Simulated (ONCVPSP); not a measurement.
**u(r) = r·R(r): atom against pseudo-atom (nitrogen)**

Columns: radius, all-electron u(r) and pseudo u(r) of the 2p shell (level -7.04 eV) of nitrogen in the configuration [He] 2s2 2p3; revPBE, non-relativistic, ONCV scheme, ONCVPSP 4.0.1.

| r (bohr) | all-electron | pseudo |
| --- | --- | --- |
| 0.095 | 0.0664 | 0.0248 |
| 0.190 | 0.1974 | 0.0953 |
| 0.285 | 0.3373 | 0.2017 |
| 0.380 | 0.4630 | 0.3298 |
| 0.475 | 0.5667 | 0.4634 |
| 0.570 | 0.6480 | 0.5876 |
| 0.665 | 0.7080 | 0.6909 |
| 0.760 | 0.7483 | 0.7664 |
| 0.855 | 0.7716 | 0.8124 |
| 0.950 | 0.7809 | 0.8312 |
| 1.045 | 0.7790 | 0.8280 |
| 1.140 | 0.7683 | 0.8093 |
| 1.235 | 0.7512 | 0.7813 |
| 1.330 | 0.7292 | 0.7486 |
| 1.425 | 0.7038 | 0.7147 |
| 1.520 | 0.6761 | 0.6813 |
| 1.615 | 0.6469 | 0.6489 |
| 1.710 | 0.6171 | 0.6176 |
| 1.805 | 0.5870 | 0.5871 |
| 1.900 | 0.5571 | 0.5571 |
| 1.995 | 0.5278 | 0.5278 |
| 2.090 | 0.4991 | 0.4991 |
| 2.185 | 0.4714 | 0.4714 |
| 2.280 | 0.4447 | 0.4447 |
| 2.375 | 0.4191 | 0.4191 |
| 2.470 | 0.3947 | 0.3947 |

Task: How many radial nodes do the two functions have?

Result: The all-electron 2p function has n − l − 1 = 0; the pseudo-wave has 0.

Task: At about which radius was the pseudo-wave matched?

Result: 1.90 bohr, where the columns begin to agree (steps of 0.10 bohr).

Task: Where does each function peak?

Result: Outermost all-electron maximum near 0.95 bohr, pseudo maximum near 0.95 bohr (to the table’s step).

Task: Is the pseudo-wave norm-conserving?

Result: Yes: the ONCV scheme keeps the norm inside the radius equal to the all-electron one, which fixes the energy derivative of the logarithmic derivative at the level.
